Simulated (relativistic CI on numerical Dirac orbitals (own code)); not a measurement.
## How well does a small relativistic CI reproduce Ca3+?

Computed by Dirac-Coulomb-Breit CI, orbitals from a KLI potential per configuration, QED by a radiative potential, valence Slater integrals scaled by 0.85, P86 correlation estimate, and configurations built on the next ion tied to the tabulated ionisation energy (semi-empirical) (own radial code, finite nucleus).

Configuration list (outside the closed core [Ne]): 3s2 3p5, 3s2 3p4 3d, 3s2 3p4 4s, 3s2 3p4 4p, 3s2 3p4 4d, 3s2 3p4 5s, 3s2 3p4 4f, 3s 3p6, 3s2 3p3 3d2, 3s 3p5 3d, 3p5 3d2, 3s2 3p4 5p, 3s2 3p4 5d, 3s2 3p4 5f, 3s2 3p4 5g, 3p6 3d, 3s 3p4 3d2, 3s 3p5 4s, 3s 3p5 4p, 3s2 3p3 3d 4s, 3s 3p5 4d, 3s 3p5 5s, 3s 3p5 4f, 3s 3p5 5p. Levels of other configurations are missing.

```
Configuration  Term (tabulated)    J  Measured (cm⁻¹)  Computed  Error  Purity (%)
      3s2 3p5               2P°  3/2              0.0         0      0          97
      3s2 3p5               2P°  1/2           3118.2      3096    -22          97
       3s 3p6                2S  1/2         152439.6    158522   6083          67
   3s2 3p4 3d                4F  7/2         219467.0    214993  -4474          98
   3s2 3p4 3d                2G  9/2         234498.0    230470  -4028          98
   3s2 3p4 3d                2G  7/2         234642.0    230527  -4115          92
   3s2 3p4 4s                4P  5/2         291456.0    295532   4076          99
   3s2 3p4 4s                4P  3/2         292864.0    297422   4558          97
   3s2 3p4 4s                4P  1/2         294292.0    298481   4189          99
   3s2 3p4 4s                2P  3/2         301718.0    304347   2629          84
   3s2 3p4 4s                2P  1/2         303604.0    306454   2850          88
   3s2 3p4 4p               4P°  5/2         330693.0    333977   3284          95
   3s2 3p4 4p               4P°  3/2         331173.0    334495   3322          93
   3s2 3p4 4p               4P°  1/2         331969.0    335313   3344          96
   3s2 3p4 4p               4D°  7/2         335122.0    338164   3042          99
   3s2 3p4 4p               4D°  5/2         335901.0    339032   3131          76
   3s2 3p4 4s                2S  1/2         337214.0    343151   5937          98
   3s2 3p4 4p               4D°  1/2         337452.0    340564   3112          98
   3s2 3p4 4p               2D°  5/2         338250.0    341504   3254          78
   3s2 3p4 4p               2P°  1/2         338300.0    341896   3596          87
   3s2 3p4 4p               2P°  3/2         338959.0    342459   3500          61
   3s2 3p4 4p               2D°  3/2         340377.0    343788   3411          61
   3s2 3p4 4p               2P°  3/2         359575.0    363201   3626          90
   3s2 3p4 4p               2P°  1/2         361170.0    364807   3637          97
    3s 3p5 3d             4F° †  7/2         367971.0    389745  21774          81
    3s 3p5 3d             4D° †  7/2         382641.0    401963  19322          76
```

Measured levels from Sugar and Corliss, J. Phys. Chem. Ref. Data 8, 865 (1979); pairs were made by configuration, J and term (by order where the table uses no LS term), so strongly mixed levels may be paired wrongly. Some J values or terms of the table were assigned by a fit.

Mean error by configuration (cm⁻¹): 3s2 3p5 -22; 3s 3p6 6083; 3s2 3p4 3d -4206; 3s2 3p4 4s 4040; 3s2 3p4 4p 3355. Over the excited levels the mean absolute error is 3618 cm⁻¹ (25 of the 27 excited levels that our extract of the source holds in range could be paired, and the others can miss by more), and the median relative error of those above 1,000 cm⁻¹ is 1 %. † marks terms whose computed intervals miss the measured ones by more than a factor of 2.5, or configurations far off the rest, from wrong mixing, a near crossing or a doubtful label or measurement; they are left out of the means.
